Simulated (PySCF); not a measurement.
C2H10BNO2Si (SMILES N[SiH2]CCB(O)O), singlet, at a GFN2-xTB geometry; PySCF with CASSCF(6,8)/STO-3G.

Input for PySCF:
```python
from pyscf import gto, scf, mcscf
import numpy

mol = gto.Mole()
mol.atom = '''
    Si    2.091949    0.529011    0.248954
    N     3.294036   -0.377452   -0.591557
    C     0.427278   -0.278369   -0.180246
    C    -0.765164    0.505519    0.378412
    B    -2.210249   -0.131783    0.047206
    O    -3.355210    0.434242    0.501074
    O    -2.365699   -1.251908   -0.690594
    H     2.233722    0.569165    1.716811
    H     2.194915    1.888751   -0.285055
    H     3.268561   -1.383706   -0.552072
    H     4.249070   -0.062963   -0.544572
    H     0.330563   -0.352493   -1.265678
    H     0.394576   -1.298958    0.210392
    H    -0.649420    0.597405    1.462584
    H    -0.723841    1.527692   -0.009414
    H    -3.247613    1.227420    1.022495
    H    -1.550237   -1.638954   -1.008809
'''
mol.basis = 'sto-3g'
mol.charge = 0
mol.spin = 0
mol.verbose = 4
mol.build()

mf = scf.RHF(mol)
mf.kernel()
mc = mcscf.CASSCF(mf, 8, 6)
mc.fix_spin_(ss=0.0)
mc.kernel()
occ = numpy.linalg.eigvalsh(mc.fcisolver.make_rdm1(mc.ci, mc.ncas, mc.nelecas))[::-1]
ss = mc.fcisolver.spin_square(mc.ci, mc.ncas, mc.nelecas)[0]
print('natural occupations', occ.round(4), ' <S^2>', round(ss, 4))
```

Problem. What does PySCF print? Leave out banner, timings and long lists.

Solution. 
```
PySCF version 2.14.0

[INPUT] verbose = 4
[INPUT] num. atoms = 17
[INPUT] num. electrons = 64
[INPUT] charge = 0
[INPUT] spin (= nelec alpha-beta = 2S) = 0
[INPUT] symmetry False subgroup None
[INPUT] Mole.unit = angstrom
[INPUT] Symbol           X                Y                Z      unit          X                Y                Z       unit  Magmom
[INPUT]  1 Si     2.091949000000   0.529011000000   0.248954000000 AA    3.953210676558   0.999685906882   0.470454877615 Bohr   0.0
[INPUT]  2 N      3.294036000000  -0.377452000000  -0.591557000000 AA    6.224825884458  -0.713280905169  -1.117880717069 Bohr   0.0
[INPUT]  3 C      0.427278000000  -0.278369000000  -0.180246000000 AA    0.807438399052  -0.526041171569  -0.340615575048 Bohr   0.0
[INPUT]  4 C     -0.765164000000   0.505519000000   0.378412000000 AA   -1.445950400377   0.955292460764   0.715095042249 Bohr   0.0
[INPUT]  5 B     -2.210249000000  -0.131783000000   0.047206000000 AA   -4.176765277094  -0.249033777874   0.089206411436 Bohr   0.0
[INPUT]  6 O     -3.355210000000   0.434242000000   0.501074000000 AA   -6.340427990402   0.820598451783   0.946892628140 Bohr   0.0
[INPUT]  7 O     -2.365699000000  -1.251908000000  -0.690594000000 AA   -4.470523203157  -2.365763253152  -1.305033523268 Bohr   0.0
[INPUT]  8 H      2.233722000000   0.569165000000   1.716811000000 AA    4.221122818416   1.075565969688   3.244302597641 Bohr   0.0
[INPUT]  9 H      2.194915000000   1.888751000000  -0.285055000000 AA    4.147788216700   3.569222107498  -0.538675880438 Bohr   0.0
[INPUT] 10 H      3.268561000000  -1.383706000000  -0.552072000000 AA    6.176685111435  -2.614825376917  -1.043264881041 Bohr   0.0
[INPUT] 11 H      4.249070000000  -0.062963000000  -0.544572000000 AA    8.029578584106  -0.118982825981  -1.029091935107 Bohr   0.0
[INPUT] 12 H      0.330563000000  -0.352493000000  -1.265678000000 AA    0.624673536915  -0.666115230826  -2.391784781887 Bohr   0.0
[INPUT] 13 H      0.394576000000  -1.298958000000   0.210392000000 AA    0.745640575326  -2.454674867313   0.397583258799 Bohr   0.0
[INPUT] 14 H     -0.649420000000   0.597405000000   1.462584000000 AA   -1.227225939815   1.128931835446   2.763883194171 Bohr   0.0
[INPUT] 15 H     -0.723841000000   1.527692000000  -0.009414000000 AA   -1.367861247731   2.886919482689  -0.017789881737 Bohr   0.0
[INPUT] 16 H     -3.247613000000   1.227420000000   1.022495000000 AA   -6.137099128577   2.319487639814   1.932235513737 Bohr   0.0
[INPUT] 17 H     -1.550237000000  -1.638954000000  -1.008809000000 AA   -2.929523358167  -3.097174190760  -1.906372721996 Bohr   0.0

nuclear repulsion = 353.737685595593
number of shells = 33
number of NR pGTOs = 147
number of NR cGTOs = 49
basis = sto-3g
ecp = {}

******** <class 'pyscf.scf.hf.RHF'> ********
method = RHF
initial guess = minao
damping factor = 0
level_shift factor = 0
DIIS = <class 'pyscf.scf.diis.CDIIS'>
diis_start_cycle = 1
diis_space = 8
diis_damp = 0
SCF conv_tol = 1e-09
SCF conv_tol_grad = None
SCF max_cycles = 50
direct_scf = True
direct_scf_tol = 1e-13
Set gradient conv threshold to 3.16228e-05
Initial guess from minao.
init E= -593.083940626479
  HOMO = -0.269913972543434  LUMO = 0.194412509270732  gap/eV = 12.63497
cycle= 1 E= -592.02654334519  delta_E= 1.06  |g|= 0.639  |ddm|= 4.84
  HOMO = -0.228271024738021  LUMO = 0.382399068679482  gap/eV = 16.61718
cycle= 2 E= -592.161420548806  delta_E= -0.135  |g|= 0.18  |ddm|= 1.04
  HOMO = -0.299271455969612  LUMO = 0.378257983268886  gap/eV = 18.43652
cycle= 3 E= -592.171539545605  delta_E= -0.0101  |g|= 0.0325  |ddm|= 0.255
  HOMO = -0.301495836855013  LUMO = 0.366508139405124  gap/eV = 18.17731
cycle= 4 E= -592.172040244978  delta_E= -0.000501  |g|= 0.00476  |ddm|= 0.0688
  HOMO = -0.300074733496903  LUMO = 0.367920322330599  gap/eV = 18.17707
cycle= 5 E= -592.172051467035  delta_E= -1.12e-05  |g|= 0.00112  |ddm|= 0.0107
  HOMO = -0.300497963872866  LUMO = 0.368338550624597  gap/eV = 18.19997
cycle= 6 E= -592.172052330927  delta_E= -8.64e-07  |g|= 0.000276  |ddm|= 0.00329
  HOMO = -0.300491684500242  LUMO = 0.368280703283149  gap/eV = 18.19822
cycle= 7 E= -592.172052394627  delta_E= -6.37e-08  |g|= 4.04e-05  |ddm|= 0.00108
  HOMO = -0.300499354507878  LUMO = 0.368281413608439  gap/eV = 18.19845
cycle= 8 E= -592.172052395973  delta_E= -1.35e-09  |g|= 6.71e-06  |ddm|= 0.000155
  HOMO = -0.300498619283454  LUMO = 0.368282706885163  gap/eV = 18.19847
cycle= 9 E= -592.172052396002  delta_E= -2.91e-11  |g|= 2.01e-06  |ddm|= 1.8e-05
  HOMO = -0.300498682355996  LUMO = 0.368282696459507  gap/eV = 18.19847
Extra cycle  E= -592.172052396002  delta_E= -6.82e-13  |g|= 8.06e-07  |ddm|= 4.19e-06
converged SCF energy = -592.172052396002

******** <class 'pyscf.mcscf.mc1step.CASSCF'> ********
CAS (3e+3e, 8o), ncore = 29, nvir = 12
max_cycle_macro = 50
max_cycle_micro = 4
conv_tol = 1e-07
conv_tol_grad = None
orbital rotation max_stepsize = 0.02
orbital rotation threshold for CI restart = 0.01
augmented hessian ah_max_cycle = 30
augmented hessian ah_conv_tol = 1e-12
augmented hessian ah_linear dependence = 1e-14
augmented hessian ah_level shift = 1e-08
augmented hessian ah_start_tol = 2.5
augmented hessian ah_start_cycle = 3
augmented hessian ah_grad_trust_region = 3
kf_trust_region = 3
kf_interval = 4
ci_response_space = 4
ci_grad_trust_region = 3
with_dep4 0
natorb = False
canonicalization = True
sorting_mo_energy = False
ao2mo_level = 2
internal_rotation = False
******** <class 'pyscf.fci.addons.SpinPenaltyFCISolver'> ********
max. cycles = 50
conv_tol = 1e-08
davidson only = True
linear dependence = 1e-12
level shift = 0.001
max iter space = 12
nroots = 1
pspace_size = 400
spin = None
CASCI E = -592.179286129921  S^2 = 0.0000000
Set conv_tol_grad to 0.000316228
macro iter   1 ( 21 JK    4 micro), CASSCF E = -592.187051874469  dE = -7.76574455e-03  S^2 = 0.0000000
               |grad[o]|=0.0183  |grad[c]|=0.0223  |ddm|=0.0307  |maxRot[o]|=0.271
macro iter   2 ( 21 JK    4 micro), CASSCF E = -592.195881652782  dE = -8.82977831e-03  S^2 = 0.0000000
               |grad[o]|=0.0166  |grad[c]|=0.0309  |ddm|=0.0245  |maxRot[o]|=0.212
macro iter   3 ( 17 JK    4 micro), CASSCF E = -592.202475739986  dE = -6.59408720e-03  S^2 = 0.0000000
               |grad[o]|=0.0152  |grad[c]|=0.0197  |ddm|=0.0228  |maxRot[o]|=0.166
macro iter   4 ( 21 JK    4 micro), CASSCF E = -592.203164630119  dE = -6.88890132e-04  S^2 = 0.0000000
               |grad[o]|=0.0114  |grad[c]|=0.0162  |ddm|=0.00967  |maxRot[o]|=0.0831
macro iter   5 ( 21 JK    4 micro), CASSCF E = -592.203114994523  dE =  4.96355960e-05  S^2 = 0.0000000
               |grad[o]|=0.00951  |grad[c]|=0.0166  |ddm|=0.00921  |maxRot[o]|=0.0602
macro iter   6 ( 21 JK    4 micro), CASSCF E = -592.204949623154  dE = -1.83462863e-03  S^2 = 0.0000000
               |grad[o]|=0.00963  |grad[c]|=0.00361  |ddm|=0.00475  |maxRot[o]|=0.0624
macro iter   7 ( 21 JK    4 micro), CASSCF E = -592.205274302876  dE = -3.24679722e-04  S^2 = 0.0000000
               |grad[o]|=0.00783  |grad[c]|=0.0074  |ddm|=0.00475  |maxRot[o]|=0.103
macro iter   8 ( 21 JK    4 micro), CASSCF E = -592.205353821511  dE = -7.95186348e-05  S^2 = 0.0000000
               |grad[o]|=0.00729  |grad[c]|=0.00935  |ddm|=0.00626  |maxRot[o]|=0.0736
macro iter   9 (  7 JK    2 micro), CASSCF E = -592.206989588405  dE = -1.63576689e-03  S^2 = 0.0000000
               |grad[o]|=0.00718  |grad[c]|=0.00233  |ddm|=0.00789  |maxRot[o]|=0.0594
macro iter  10 ( 16 JK    4 micro), CASSCF E = -592.207478075582  dE = -4.88487178e-04  S^2 = 0.0000000
               |grad[o]|=0.00364  |grad[c]|=0.00364  |ddm|=0.00082  |maxRot[o]|=0.0796
macro iter  11 ( 11 JK    4 micro), CASSCF E = -592.207491864193  dE = -1.37886105e-05  S^2 = 0.0000000
               |grad[o]|=0.00126  |grad[c]|=0.00125  |ddm|=0.000835  |maxRot[o]|=0.0245
macro iter  12 ( 11 JK    4 micro), CASSCF E = -592.207515243440  dE = -2.33792472e-05  S^2 = 0.0000000
               |grad[o]|=0.00109  |grad[c]|=0.00141  |ddm|=0.000591  |maxRot[o]|=0.0182
macro iter  13 ( 10 JK    4 micro), CASSCF E = -592.207520608988  dE = -5.36554751e-06  S^2 = 0.0000000
               |grad[o]|=0.000794  |grad[c]|=0.000967  |ddm|=0.000675  |maxRot[o]|=0.0163
macro iter  14 ( 10 JK    4 micro), CASSCF E = -592.207524236932  dE = -3.62794424e-06  S^2 = 0.0000000
               |grad[o]|=0.000703  |grad[c]|=0.000848  |ddm|=0.00026  |maxRot[o]|=0.00755
macro iter  15 (  9 JK    4 micro), CASSCF E = -592.207528372494  dE = -4.13556165e-06  S^2 = 0.0000000
               |grad[o]|=0.000618  |grad[c]|=0.000745  |ddm|=0.000217  |maxRot[o]|=0.00413
macro iter  16 ( 11 JK    4 micro), CASSCF E = -592.207534932501  dE = -6.56000782e-06  S^2 = 0.0000000
               |grad[o]|=0.000547  |grad[c]|=0.000708  |ddm|=0.000317  |maxRot[o]|=0.0134
macro iter  17 ( 10 JK    4 micro), CASSCF E = -592.207542207813  dE = -7.27531165e-06  S^2 = 0.0000000
               |grad[o]|=0.00042  |grad[c]|=0.000303  |ddm|=0.000129  |maxRot[o]|=0.00701
macro iter  18 (  9 JK    2 micro), CASSCF E = -592.207544507201  dE = -2.29938757e-06  S^2 = 0.0000000
               |grad[o]|=0.000214  |grad[c]|=0.000132  |ddm|=0.000178  |maxRot[o]|=0.00539
macro iter  19 (  3 JK    1 micro), CASSCF E = -592.207544704019  dE = -1.96818064e-07  S^2 = 0.0000000
               |grad[o]|=6.49e-05  |grad[c]|=9.44e-05  |ddm|=5.22e-05  |maxRot[o]|=0.00178
macro iter  20 (  3 JK    1 micro), CASSCF E = -592.207544713267  dE = -9.24819687e-09  S^2 = 0.0000000
               |grad[o]|=3.24e-05  |grad[c]|=3.85e-05  |ddm|=    0  |maxRot[o]|=0.00053
1-step CASSCF converged in  20 macro (274 JK  70 micro) steps
CASSCF canonicalization
Density matrix diagonal elements [1.99011692 1.9798179  1.97415393 0.00988513 0.02348518 0.00420178
 0.01002135 0.00831779]
CASSCF energy = -592.207544713267
CASCI E = -592.207544713267  E(CI) = -6.34222185804731  S^2 = 0.0000000
natural occupations [1.9901e+00 1.9805e+00 1.9736e+00 2.6200e-02 1.8300e-02 9.9000e-03
 9.0000e-04 6.0000e-04]  <S^2> 0.0
```
